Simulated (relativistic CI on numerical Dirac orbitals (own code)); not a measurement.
## Calculated levels, Zr¹⁵⁺

These numbers are calculated, not measured: Dirac-Coulomb-Breit CI, separate exchange-only KLI orbitals for each configuration, QED by a radiative potential, unscaled Slater integrals (own radial code, finite nucleus).

Configurations in the expansion (outside the closed core [Ne]): 3s2 3p6 3d7, 3s2 3p5 3d8, 3s2 3p4 3d9, 3s 3p6 3d8, 3p6 3d9, 3s2 3p6 3d6 4s, 3s2 3p6 3d6 4p, 3s 3p5 3d9, 3s2 3p6 3d6 4d, 3s2 3p6 3d5 4s2, 3s2 3p6 3d6 4f, 3s2 3p6 3d5 4s 4p, 3s2 3p5 3d7 4s, 3s2 3p6 3d6 5s, 3s2 3p4 3d8 4s, 3s2 3p6 3d5 4p2. Levels of other configurations are missing.

The lowest level is 3s2 3p6 3d7 4F_9/2, with 94 % of that term; Hund's rules for 3s2 3p6 3d7 give 4F with J = 9/2, in agreement.

```
No.   Configuration  Term     J   E (eV)    %  Landé g                jj configuration (%)
  1     3s2 3p6 3d7    4F   9/2    0.000   94    1.319                        3d5/2^3 (70)
  2     3s2 3p6 3d7    4F   7/2    1.969   98    1.232                3d3/2^3 3d5/2^4 (88)
  3     3s2 3p6 3d7    4F   5/2    2.961   93    1.039                3d3/2^2 3d5/2^5 (51)
  4     3s2 3p6 3d7    4F   3/2    3.535   87    0.466                3d3/2^3 3d5/2^4 (39)
  5     3s2 3p6 3d7    4P   3/2    5.977   48    1.467                        3d5/2^3 (64)
  6     3s2 3p6 3d7    4P   5/2    6.744   91    1.559                3d3/2^3 3d5/2^4 (54)
  7     3s2 3p6 3d7    2G   9/2    7.047   79    1.090                3d3/2^3 3d5/2^4 (59)
  8     3s2 3p6 3d7    4P   1/2    7.679   72    2.103                3d3/2^3 3d5/2^4 (93)
  9     3s2 3p6 3d7    2G   7/2    8.797   96    0.897                3d3/2^3 3d5/2^4 (57)
 10     3s2 3p6 3d7    4P   3/2    9.387   45    1.333                3d3/2^2 3d5/2^5 (64)
 11     3s2 3p6 3d7    2H  11/2    9.757  100    1.089               3d3/2^3 3d5/2^4 (100)
 12     3s2 3p6 3d7    2D   5/2    9.931   86    1.220                3d3/2^2 3d5/2^5 (47)
 13     3s2 3p6 3d7    2P   1/2   10.686   71    1.230                3d3/2^2 3d5/2^5 (93)
 14     3s2 3p6 3d7    2H   9/2   11.743   84    0.939                3d3/2^2 3d5/2^5 (86)
 15     3s2 3p6 3d7    2D   3/2   13.141   62    0.991                  3d3/2 3d5/2^6 (72)
 16     3s2 3p6 3d7    2F   5/2   14.995   95    0.870                3d3/2^3 3d5/2^4 (68)
 17     3s2 3p6 3d7    2F   7/2   15.978   97    1.135                3d3/2^3 3d5/2^4 (55)
 18     3s2 3p6 3d7    2D   3/2   22.488   99    0.799                3d3/2^3 3d5/2^4 (84)
 19     3s2 3p6 3d7    2D   5/2   23.629   95    1.189                3d3/2^2 3d5/2^5 (77)
 20     3s2 3p5 3d8   4G°  11/2  136.682  100    1.271                3p3/2^3 3d5/2^4 (84)
 21     3s2 3p5 3d8   2F°   7/2  141.000   67    1.121                3p3/2^3 3d5/2^4 (64)
 22     3s2 3p5 3d8   4G°   9/2  141.068   90    1.183        3p3/2^3 3d3/2^3 3d5/2^5 (86)
 23     3s2 3p5 3d8   2D°   5/2  141.668   52    1.040                3p3/2^3 3d5/2^4 (80)
 24     3s2 3p5 3d8   4G°   7/2  145.857   41    1.178        3p3/2^3 3d3/2^3 3d5/2^5 (48)
 25     3s2 3p5 3d8   4G°   5/2  146.205   37    0.920        3p3/2^3 3d3/2^3 3d5/2^5 (50)
 26     3s2 3p5 3d8   2D°   3/2  146.613   77    0.870        3p3/2^3 3d3/2^3 3d5/2^5 (58)
 27     3s2 3p5 3d8   4F°   9/2  147.907   55    1.227                3p3/2^3 3d5/2^4 (92)
 28     3s2 3p5 3d8   2S°   1/2  147.925   73    2.112        3p3/2^3 3d3/2^3 3d5/2^5 (50)
 29     3s2 3p5 3d8   4D°   7/2  149.089   63    1.290        3p3/2^3 3d3/2^3 3d5/2^5 (38)
 30     3s2 3p5 3d8   4D°   5/2  149.402   48    1.348        3p3/2^3 3d3/2^3 3d5/2^5 (83)
 31     3s2 3p5 3d8   4F°   7/2  151.378   44    1.138        3p3/2^3 3d3/2^3 3d5/2^5 (63)
 32     3s2 3p5 3d8   4P°   5/2  151.661   40    1.284        3p3/2^3 3d3/2^3 3d5/2^5 (51)
 33     3s2 3p5 3d8   4D°   3/2  151.874   42    1.077        3p3/2^3 3d3/2^2 3d5/2^6 (55)
 34     3s2 3p5 3d8   4D°   1/2  153.276   93    0.057        3p3/2^3 3d3/2^3 3d5/2^5 (49)
 35     3s2 3p5 3d8   4P°   3/2  153.620   40    1.201        3p3/2^3 3d3/2^3 3d5/2^5 (43)
 36     3s2 3p5 3d8   2G°   9/2  154.966   45    1.152        3p3/2^3 3d3/2^3 3d5/2^5 (70)
 37     3s2 3p5 3d8   2H°  11/2  155.362   99    1.090        3p3/2^3 3d3/2^3 3d5/2^5 (84)
 38     3s2 3p5 3d8   2G°   7/2  155.763   49    1.042        3p3/2^3 3d3/2^3 3d5/2^5 (59)
 39     3s2 3p5 3d8   4G°   5/2  156.265   40    0.866  3p1/2 3p3/2^4 3d3/2^2 3d5/2^6 (43)
 40     3s2 3p5 3d8   2P°   1/2  156.776   75    0.698                3p3/2^3 3d5/2^4 (41)
 41     3s2 3p5 3d8   4D°   3/2  157.193   35    1.091        3p3/2^3 3d3/2^3 3d5/2^5 (48)
 42     3s2 3p5 3d8   4D°   5/2  158.661   69    1.344                3p3/2^3 3d5/2^4 (38)
 43     3s2 3p5 3d8   2F°   5/2  159.787   31    1.141  3p1/2 3p3/2^4 3d3/2^2 3d5/2^6 (30)
 44     3s2 3p5 3d8   4D°   3/2  159.983   49    1.340        3p3/2^3 3d3/2^3 3d5/2^5 (63)
 45     3s2 3p5 3d8   4D°   7/2  161.260   56    1.306                3p3/2^3 3d5/2^4 (40)
 46     3s2 3p5 3d8   4D°   1/2  161.387   40    0.919        3p3/2^3 3d3/2^2 3d5/2^6 (41)
 47     3s2 3p5 3d8   2P°   3/2  163.237   43    1.300                3p3/2^3 3d5/2^4 (45)
 48     3s2 3p5 3d8   4P°   1/2  165.370   47    1.544  3p1/2 3p3/2^4 3d3/2^3 3d5/2^5 (93)
 49     3s2 3p5 3d8   2P°   3/2  165.477   39    1.413  3p1/2 3p3/2^4 3d3/2^3 3d5/2^5 (42)
 50     3s2 3p5 3d8   2F°   5/2  165.935   68    0.970        3p3/2^3 3d3/2^3 3d5/2^5 (40)
 51     3s2 3p5 3d8   2H°   9/2  168.779   77    0.957  3p1/2 3p3/2^4 3d3/2^3 3d5/2^5 (93)
 52     3s2 3p5 3d8   2D°   5/2  169.028   51    1.065        3p3/2^3 3d3/2^3 3d5/2^5 (44)
 53     3s2 3p5 3d8   2P°   3/2  169.409   47    1.498  3p1/2 3p3/2^4 3d3/2^3 3d5/2^5 (38)
 54     3s2 3p5 3d8   2F°   7/2  170.902   81    1.151          3p1/2 3p3/2^4 3d5/2^4 (43)
 55     3s2 3p5 3d8   2F°   7/2  174.572   49    1.051        3p3/2^3 3d3/2^3 3d5/2^5 (36)
 56     3s2 3p5 3d8   2D°   3/2  177.184   63    0.948  3p1/2 3p3/2^4 3d3/2^2 3d5/2^6 (62)
 57     3s2 3p5 3d8   2P°   1/2  178.215   85    0.657  3p1/2 3p3/2^4 3d3/2^2 3d5/2^6 (76)
 58     3s2 3p5 3d8   2F°   5/2  178.819   83    0.908          3p1/2 3p3/2^4 3d5/2^4 (44)
 59     3s2 3p5 3d8   2G°   9/2  181.661   94    1.108          3p1/2 3p3/2^4 3d5/2^4 (62)
 60     3s2 3p5 3d8   2D°   3/2  182.955   77    0.908        3p3/2^3 3d3/2^3 3d5/2^5 (34)
 61     3s2 3p5 3d8   2G°   7/2  184.357   59    0.992  3p1/2 3p3/2^4 3d3/2^3 3d5/2^5 (72)
 62     3s2 3p5 3d8   2D°   5/2  185.609   90    1.205  3p1/2 3p3/2^4 3d3/2^3 3d5/2^5 (40)
 63     3s2 3p5 3d8   2P°   3/2  189.483   76    1.268  3p1/2 3p3/2^4 3d3/2^3 3d5/2^5 (60)
 64     3s2 3p5 3d8   2P°   1/2  190.021   99    0.663          3p1/2 3p3/2^4 3d5/2^4 (70)
 65  3s2 3p6 3d6 4s    6D   9/2  219.968   95    1.543             3d3/2^3 3d5/2^3 4s (46)
 66  3s2 3p6 3d6 4s    6D   7/2  221.136   92    1.568             3d3/2^3 3d5/2^3 4s (58)
 67  3s2 3p6 3d6 4s    6D   5/2  221.797   93    1.644             3d3/2^2 3d5/2^4 4s (45)
 68  3s2 3p6 3d6 4s    6D   3/2  222.266   92    1.844             3d3/2^3 3d5/2^3 4s (43)
 69  3s2 3p6 3d6 4s    6D   1/2  222.556   93    3.278             3d3/2^2 3d5/2^4 4s (44)
 70  3s2 3p6 3d6 4s    4D   7/2  223.144   89    1.418             3d3/2^3 3d5/2^3 4s (48)
```

Energies count from the lowest computed level; ° marks odd parity. Filled j subshells are mostly left out of the jj labels.

The mean weight of the leading LS term, summed over parents, in these 70 levels is 70 %, and that of the leading jj configuration (from the same eigenvectors) 59 %, so LS coupling describes them better.

At this charge energies of transitions that change n are usually good to better than 1 %, and those within a shell (Δn = 0) to a few per cent. Terms inside the open d or f shell come out 10 to 20 % too wide with unscaled integrals.

Landé's interval rule says that E(J) − E(J−1) = AJ with one A. For the ground term the intervals give A = -1850.4, -2287.1, -3528.7 cm⁻¹ for J = 5/2, 7/2, 9/2; the multiplet is inverted.

LS names give the leading component of a level, which can be under half, so a name can repeat, a term be missing and a line seem to break the LS rules.
